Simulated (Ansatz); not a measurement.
Cost and result for the atomization energy of `CC(C)N([SiH3])C(C)C` (25 atoms, 24 bonds).

Cartesian coordinates in Å:
```
C 0.3931 1.9972 -1.0413
C 0.4464 0.9871 0.0978
C 1.7668 1.0751 0.8529
N 0.1653 -0.3694 -0.3693
Si 1.3263 -1.3193 -1.2049
C -1.0367 -1.0216 0.1425
C -0.9898 -1.2541 1.6496
C -2.3073 -0.2890 -0.2701
H 1.1696 1.7865 -1.7811
H -0.5732 1.9567 -1.5468
H 0.5490 3.0141 -0.6707
H -0.3462 1.2501 0.8055
H 1.7838 0.3777 1.6927
H 2.6099 0.8356 0.1968
H 1.9305 2.0849 1.2374
H 0.5940 -2.2940 -2.0578
H 2.2509 -2.1122 -0.3356
H 2.1812 -0.4442 -2.0508
H -1.0701 -2.0087 -0.3350
H -0.1015 -1.8262 1.9256
H -1.8716 -1.8066 1.9836
H -0.9687 -0.3088 2.1989
H -2.3523 -0.1808 -1.3553
H -3.1917 -0.8388 0.0609
H -2.3577 0.7087 0.1745
```

Charge 0, multiplicity 1. The structure was optimised at the PBE0-D4/def2-TZVP level. It is one conformer, not always the lowest. Program: Ansatz. All runs use 4 threads of an AMD EPYC 7R13 on a shared host and a share of an NVIDIA H100 80 GB. Times are those of one run each, without the atoms' runs, and a repeat can differ threefold. Electronic energies, without spin–orbit coupling; frozen cores. CCSD(T)/CBS adds CCSD(T) − MP2 in def2-TZVPP to the MP2 limit, and its time is that of the two runs behind it. T1 = 0.010. B3LYP takes the VWN-RPA correlation (the form of Gaussian; ORCA's B3LYP/G). HSE06 is the plane-wave form, built on full-range PBE exchange.

CCSD(T)/CBS is a level of theory with its own doubt, some kJ/mol a heavy atom from the limit and from the frozen cores, so smaller differences don't rank the functionals.

| level | functions | wall time |
| --- | --- | --- |
| CAM-B3LYP-D4/def2-TZVPP | 497 | 3.6 s |
| HSE06-D4/def2-TZVPP | 497 | 3.6 s |
| r2SCANh-D4/def2-TZVPP | 497 | 3.7 s |
| B3LYP-D4/def2-TZVPP (with forces) | 497 | 4.2 s |
| PBE-D4/def2-TZVPP (with forces) | 497 | 5.5 s |
| r2SCAN-D4/def2-TZVPP (with forces) | 497 | 6 s |
| CCSD(T)/def2-SVP | 201 | 6 s |
| B2PLYP/def2-TZVPP | 497 | 7 s |
| ωB97X-V/def2-TZVPP | 497 | 8 s |
| ωB97M-V/def2-TZVPP (with forces) | 497 | 11 s |
| MP2/def2-QZVPP | 979 | 12 s |
| CCSD(T)/def2-TZVPP | 497 | 69 s |
| CCSD(T)/CBS(def2) | – | 81 s |

Q: What atomization energy does each give, and how far from CCSD(T)/CBS? (An estimate is asked.)

A: The calculation gave: 
| level | atomization (kJ/mol) | difference from CCSD(T)/CBS | per bond |
| --- | --- | --- | --- |
| CAM-B3LYP-D4/def2-TZVPP | 9571.5 | 56.7 | 2.4 |
| HSE06-D4/def2-TZVPP | 9556.2 | 41.4 | 1.7 |
| r2SCANh-D4/def2-TZVPP | 9483.4 | -31.4 | -1.3 |
| B3LYP-D4/def2-TZVPP (with forces) | 9531.8 | 17.0 | 0.7 |
| PBE-D4/def2-TZVPP (with forces) | 9647.3 | 132.5 | 5.5 |
| r2SCAN-D4/def2-TZVPP (with forces) | 9515.0 | 0.2 | 0.0 |
| CCSD(T)/def2-SVP | 9117.0 | -397.8 | -16.6 |
| B2PLYP/def2-TZVPP | 9410.3 | -104.5 | -4.4 |
| ωB97X-V/def2-TZVPP | 9544.3 | 29.5 | 1.2 |
| ωB97M-V/def2-TZVPP (with forces) | 9543.4 | 28.6 | 1.2 |
| MP2/def2-QZVPP | 9493.5 | -21.3 | -0.9 |
| CCSD(T)/def2-TZVPP | 9305.4 | -209.4 | -8.7 |
| CCSD(T)/CBS(def2) | 9514.8 | 0.0 | 0.0 |

From BLYP to BHLYP (50 % exact exchange), in def2-TZVPP and without D4, the atomization energy moves by −66.9 kJ/mol: exact exchange takes away binding that semilocal exchange gives to molecules. Leaving LDA and LC-ωPBE aside and taking each functional with its dispersion term where it has one, the values, not all of them listed here, spread over 310.3 kJ/mol, from BHLYP-D4 to PBE-D4. LDA lies +1176.8 kJ/mol from PBE without D4, its usual overbinding. In def2-TZVPP, CCSD(T) changes the Hartree–Fock value by +2190.4 kJ/mol (the triples alone add +112.1 kJ/mol) and MP2 by +2255.0 kJ/mol; breaking electron pairs costs correlation energy, which Hartree–Fock lacks.
